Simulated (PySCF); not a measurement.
**Dipole response of Os²⁺ (osmium, charge +2)**

[Xe] 4f14 5d6, high-spin 5D determinant. Calculation: PySCF 2.14, in x2c-TZVPPall with one added diffuse shell each of s, p, d, f type (12s8p8d4f1g, 113 functions); scalar relativity by spin-free X2C-1e. Coupled (time-dependent) response in atomic units; α is the mean over directions.

| method | mean α (bohr³) | α xx, yy, zz | C₆ (like pair) | S(−4) |
| --- | --- | --- | --- | --- |
| M06 | 11.56 | 11.90, 11.90, 10.87 | 73.43 | 41.55 |

S(−4) is the Cauchy moment in α(ω) = α(0) + S(−4) ω² + …

Spin-orbit coupling is absent.

α(iu) at M06:

```tsv
u (hartree)	α(iu) (bohr³)
0	11.56
0.0500	11.46
0.100	11.17
0.200	10.22
0.300	9.117
0.500	7.181
0.750	5.485
1.00	4.332
1.50	2.901
2.00	2.071
3.00	1.198
5.00	0.5413
```

For an ion, C₆ is the dispersion term alone; charge-induced terms of lower order in 1/R come first.

The components differ because the open shell of this determinant is not spherical; for a pure term their mean is the scalar polarisability.

Spin-orbit coupling, absent here, splits the open shell strongly.
